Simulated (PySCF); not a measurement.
Spectroscopy problems

PySCF 2.14 calculation with geometry: GFN2-xTB and shieldings: GIAO PBE0/pcSseg-1; gas phase, rapidly exchanging positions averaged, single conformer, non-relativistic Hamiltonian.

Scale: TMS for $^{1}$H (31.72 ppm) and $^{13}$C (186.93 ppm) (reference shieldings calculated alike). Splittings of carbon signals by F and P are missing where no couplings were computed. Where no couplings were computed, multiplicities follow the n + 1 count of equivalent neighbours, and m marks all less simple cases (inequivalent or close neighbours, rings, F or P nearby). Shifts are as computed. Against solution values, carbons near 30 ppm lie about +3 ppm off and those near 130 ppm about +5 ppm. Of 1309 compounds with measured shifts, 239 miss one by over three times the rms of a fit or turn the order of signals round; such compounds aren't used in these exercises.

Q: C2H5F3OSi. $^{1}$H NMR (400 MHz, computed): δ 4.78 (m, 2H), 3.93 (s, 3H). $^{13}$C{$^{1}$H} NMR (computed): δ 136.9 (C), 54.4 (CH3). What is it?

A: `C([SiH2]OC)(F)(F)F`. Rings plus π bonds: 0. 2 carbon signals for 2 carbons: no two carbons are equivalent. Carbon types of the structure: 1 × C, 1 × CH3, leaving 2 H on heteroatoms. δC 136.9: CF3 carbon; 3 electronegative neighbours deshield it. δC 54.4: methyl carbon bonded to O; the inductive effect lowers its shielding. δH 4.78: hydrogen on a silicon bonded to C, O. δH 3.93: hydrogen on a methyl carbon bonded to O; its carbon carries O, an electronegative neighbour.

This is the structure that produced the data.

Q: C5H10OSi. $^{1}$H NMR (500 MHz, computed): δ 6.17 (d, 1H), 5.36 (m, 1H), 3.60 (s, 3H), 2.99 (m, 1H), 2.27 (m, 1H), 1.43 (m, 1H), 0.97 (m, 1H), 0.65 (m, 1H). $^{13}$C{$^{1}$H} NMR (computed): δ 150.4 (CH), 108.7 (CH), 55.2 (CH3), 8.3 (CH), 3.8 (CH2). What is it?

A: `C(/OC)=C\[C@@H]1C[SiH2]1`. Rings plus π bonds: 2 (1 ring in the answer). 5 carbon signals for 5 carbons: no two carbons are equivalent. Carbon types of the structure: 3 × CH, 1 × CH2, 1 × CH3, leaving 2 H on heteroatoms. δC 150.4: alkene carbon bearing oxygen; an sp2 carbon further deshielded by the attached heteroatom. δC 108.7: β carbon of an enol-ether or enamine type C=C; the O or N lone pair pushes π density onto this β carbon and shields it. δC 8.3, 3.8: three-membered-ring carbon; carbons of three-membered rings are unusually shielded. δH 5.36: hydrogen on a β carbon of an enol-ether or enamine type C=C; olefinic region.

The shifts were computed for this structure.
